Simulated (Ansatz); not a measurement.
Ideal-gas functions of `OC1(F)BN1` at 800 K and 1 bar, from an Ansatz frequency run at PBE0-D4/def2-TZVP.

Molar mass 74.85 g/mol, point group C1 (symmetry number 1), electronic degeneracy 1, moments of inertia 61.111, 89.634, 117.433 u Å². Harmonic wavenumbers (cm⁻¹, unscaled): 274, 305, 414, 490, 523, 560, 758, 814, 870, 938, 1043, 1083, 1230, 1410, 1493, 2761, 3608, 3799.

Use S(trans) = R[1.5 ln M + 2.5 ln T − 1.1517]; rotational temperatures θ = 24.2544 K / I; S(rot) = R[ln(√π/σ · √(T³/θAθBθC)) + 1.5]; for each mode x = 1.438777 ν̃/T, S = R[x/(eˣ − 1) − ln(1 − e⁻ˣ)] and H = RT x/(eˣ − 1); 1 cm⁻¹ = 0.0119627 kJ/mol; R = 8.31446 J/(mol·K).

**Question.** By hand: the entropy, in J/(mol·K).

**Answer.** Translation 183.2. Rotation: θ = 0.3969, 0.2706, 0.2065 K, giving 116.4. Vibration, mode by mode: 14.28, 13.41, 10.96, 9.63, 9.12, 8.60, 6.35, 5.85, 5.39, 4.89, 4.21, 3.97, 3.22, 2.50, 2.22, 0.35, 0.09, 0.07, in all 105.1. Electronic 0.0. Sum 404.7 J/(mol·K).

**Question.** By hand: H − E and G − E in kJ/mol, counted from the electronic energy.

**Answer.** Zero-point energy ½ × 22373 × 0.0119627 = 133.8; thermal vibration 47.3; translation, rotation and pV give 4 RT = 26.6. H − E = 207.7 kJ/mol, and G − E = 207.7 − 800 × 404.7/1000 = -116.1 kJ/mol.

Vibration gives 26 % of the entropy. The sum counts one conformer and one mirror image; others add a mixing term.
